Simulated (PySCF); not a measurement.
# Correlation energy of Br⁺ (bromine, charge +1)

[Ar] 3d10 4s2 4p4, high-spin 3P determinant. All numbers are calculated (PySCF 2.14, a scalar-relativistic core potential, in cc-pVTZ-PP with ECP10MDF). Frozen: 3s2 3p6 3d10; 6 electrons correlated.

MP2 pair energies summed by pair of shells (mhartree):

```json
{"pair": "4s-4p", "energy": "-48.46", "share (%)": "46.4"}
{"pair": "4p-4p", "energy": "-47.63", "share (%)": "45.6"}
{"pair": "4s-4s", "energy": "-8.36", "share (%)": "8.0"}
```

Total MP2 correlation energy: -104.46 mhartree.

Same-spin part -23.66 and opposite-spin part -80.80 mhartree; SCS-MP2 scales them by 1/3 and 6/5 to -104.85 mhartree.

| level | correlation energy (mhartree) |
| --- | --- |
| CCSD | -123.72 |
| (T) | -3.22 |
| CCSD(T) | -126.94 |

Diagnostics: T1 = 0.0071, D1 = 0.0224, largest double amplitude 0.050.

Cost of the coupled-cluster step: 0.45 s of wall time on 1 thread of Neoverse-V1 (shared host), for 6 correlated electrons.

Iterations:

```
CC2 = 0
CCSD nocc = (np.int64(4), np.int64(2)), nmo = (30, 30)
frozen orbitals [[0, 1, 2, 3, 4, 5, 6, 7, 8], [0, 1, 2, 3, 4, 5, 6, 7, 8]]
max_cycle = 100
direct = 0
conv_tol = 1e-08
conv_tol_normt = 1e-06
diis_space = 8
diis_start_cycle = 0
Init t2, MP2 energy = -0.104457974106366
Init E_corr(UCCSD) = -0.104457974107194
cycle = 1  E_corr(UCCSD) = -0.119429392047849  dE = -0.0149714179  norm(t1,t2) = 0.0372504
cycle = 2  E_corr(UCCSD) = -0.122496968381519  dE = -0.00306757633  norm(t1,t2) = 0.0113402
cycle = 3  E_corr(UCCSD) = -0.123762910111008  dE = -0.00126594173  norm(t1,t2) = 0.00423602
cycle = 4  E_corr(UCCSD) = -0.123723544223726  dE = 3.93658873e-05  norm(t1,t2) = 0.000478471
cycle = 5  E_corr(UCCSD) = -0.123724449412967  dE = -9.0518924e-07  norm(t1,t2) = 7.3128e-05
cycle = 6  E_corr(UCCSD) = -0.123724503554392  dE = -5.41414258e-08  norm(t1,t2) = 1.61075e-05
cycle = 7  E_corr(UCCSD) = -0.123724615609281  dE = -1.12054889e-07  norm(t1,t2) = 3.59287e-06
cycle = 8  E_corr(UCCSD) = -0.123724574263258  dE = 4.13460233e-08  norm(t1,t2) = 8.15926e-07
cycle = 9  E_corr(UCCSD) = -0.123724572819104  dE = 1.4441538e-09  norm(t1,t2) = 1.36454e-07
UCCSD converged
E(UCCSD) = -415.2204055309875  E_corr = -0.1237245728191041
UCCSD(T) correction = -0.00322043896819564
```
